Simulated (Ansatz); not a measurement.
Calculation: frozen-core CCSD(T)/cc-pVTZ // B3LYP-D3(BJ)/def2-TZVP (Ansatz, an electronic-structure program).

Ansatz 0.2 input:
```yaml
crystal:
  periodic: [false, false, false]
  atoms:
    - { symbol: F, position_ang: [-0.926511, -1.311009, -0.157431] }
    - { symbol: Ge, position_ang: [-0.000656, 0.003171, 0.493826] }
    - { symbol: F, position_ang: [1.598051, -0.148628, -0.161538] }
    - { symbol: F, position_ang: [-0.670884, 1.456466, -0.174857] }
basis:
  gaussian: { orbitals: cc-pVTZ }
correlation:
  method: ccsd_t
magnetization:
  spin_polarized: true
  initial_magnetization: 1
```

Output:

```
Functional definition: HF
853 factors; integrals over basis functions are off by at most 7.5e-4 eV
mean field evaluation 1: about -64593.9744 eV, gradient 3.2e1 eV
mean field evaluation 2: about -64593.9856 eV, gradient 3.2e1 eV
mean field evaluation 4: about -64597.6874 eV, gradient 2.3e0 eV
mean field evaluation 8: about -64597.7777 eV, gradient 1.8e-1 eV
mean field evaluation 16: about -64597.7497 eV, gradient 8.6e-1 eV
mean field -64597.77821941 eV, -2373.9245636166 hartree, gradient 2.4e-6 eV, S^2 0.755624; 0 other end points of the search recorded, 0 dependent functions left out
12 core orbitals not correlated
reference -64597.77821941 eV, -2373.9245636166 hartree; 18, 17 occupied and 103, 104 virtual orbitals, 853 factors
second order -25.11753657 eV of doubles, -0.00000000 eV of singles
cycle   1  -24.27711703 eV  change    8.4e-1 eV  update   1.2e-1
cycle   2  -24.85372988 eV  change   -5.8e-1 eV  update   3.7e-2
cycle   3  -24.99167111 eV  change   -1.4e-1 eV  update   2.0e-2
cycle   4  -24.97602562 eV  change    1.6e-2 eV  update   5.9e-3
cycle   5  -24.97052381 eV  change    5.5e-3 eV  update   2.8e-3
cycle   6  -24.97290577 eV  change   -2.4e-3 eV  update   1.1e-3
cycle   7  -24.97324115 eV  change   -3.4e-4 eV  update   5.0e-4
cycle   8  -24.97314896 eV  change    9.2e-5 eV  update   1.5e-4
cycle   9  -24.97320854 eV  change   -6.0e-5 eV  update   7.2e-5
cycle  10  -24.97319779 eV  change    1.1e-5 eV  update   2.1e-5
perturbative correction -0.83188820 eV, -0.0305713273 hartree
Total energy: -64623.58330540 eV, -2374.8728830355 hartree
```

Cost: very roughly 110 core-seconds.
